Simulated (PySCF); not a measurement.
# C5H5NO: core ionisation energies

Compound: C₅H₅NO.
Atom-mapped SMILES: `[CH2:1]=[C:2]=[C:3]=[CH:4][C:5]([NH2:6])=[O:7]`

Computed with delta-SCF UKS SCAN, pcX-2 on the ionised atom, pcseg-1 elsewhere, spin-free X2C in PySCF 2.14.0. Binding energies are ΔSCF values: E(core-ionised, relaxed orbitals) − E(ground state) at a fixed geometry, referred to the vacuum level.

Task: List the computed XPS lines with their assignment.

Result: 
| atom(s) | bonded to | level | binding energy (eV) | above the level's lowest (eV) | count |
| --- | --- | --- | --- | --- | --- |
| O7 | C (double bond) | O 1s | 536.63 | 0.00 | 1 |
| N6 | C and 2 H | N 1s | 405.75 | 0.00 | 1 |
| C5 | O (double bond), N and C | C 1s | 293.66 | +2.90 | 1 |
| C2 | 2 C (double bond) | C 1s | 290.98 | +0.22 | 1 |
| C3 | 2 C (double bond) | C 1s | 290.91 | +0.15 | 1 |
| C4 | C (double bond), C and H | C 1s | 290.85 | +0.09 | 1 |
| C1 | C (double bond) and 2 H | C 1s | 290.76 | 0.00 | 1 |

The listed C 1s values span 2.90 eV, from C1 (bonded to C (double bond) and 2 H) to C5 (bonded to O (double bond), N and C). The widest gap between neighbouring values is 2.68 eV, between 290.98 and 293.66 eV.

Task: Give the binding energy of C 1s of C3 in hartree and in kJ/mol.

Result: 290.91 eV = 10.6907 Eh = 28069 kJ/mol.

The unrestricted hole states depart most from a pure doublet (⟨S²⟩ = 0.75; over 0.85 named) for C 1s of C2 (0.99) and C 1s of C3 (0.97), which makes these values less certain. The structure is a single GFN2-xTB conformer in the gas phase; no vibrational or solvent corrections.

The values belong to the conformer `[CH2:1]=[C:2]=[C:3]=[CH:4][C:5]([NH2:6])=[O:7]`: C3–C4–C5–N6 0°, H–N6–C5–C4 180°, H–N6–C5–C4 0°.
